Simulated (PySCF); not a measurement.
## Excitation energy of B⁺ by level of theory

B⁺ [He] 2s2 (1S) → B⁺ [He] 2s1 2p1 (3P), as a difference of total energies. Calculation: PySCF 2.14, in aug-cc-pCVTZ-DK (7s6p4d2f, 59 functions); scalar relativity by spin-free X2C-1e. Correlated levels: valence: 1s2 frozen; valence and next inner shell: nothing frozen. The calculations carry no spin-orbit coupling.

```tsv
method	excitation energy (eV)
UHF	3.153
LDA	4.095
PBE	3.993
PBE0	3.955
r2SCAN	3.630
PBEsol	3.991
M06	4.192
BP86	4.082
B97-3	4.144
MP2 (valence)	4.066
SCS-MP2 (valence)	4.324
MP2 (valence and next inner shell)	4.083
SCS-MP2 (valence and next inner shell)	4.345
```

Question: How much does correlation contribute at MP2 (valence and next inner shell)?

Answer: 4.083 − (3.153) = 0.930 eV, measured against UHF.

Errors of the correlated levels include the incompleteness of this basis and the frozen core.

For comparison: 4.631 eV (measured; NIST levels, between the centres of gravity of the two terms).
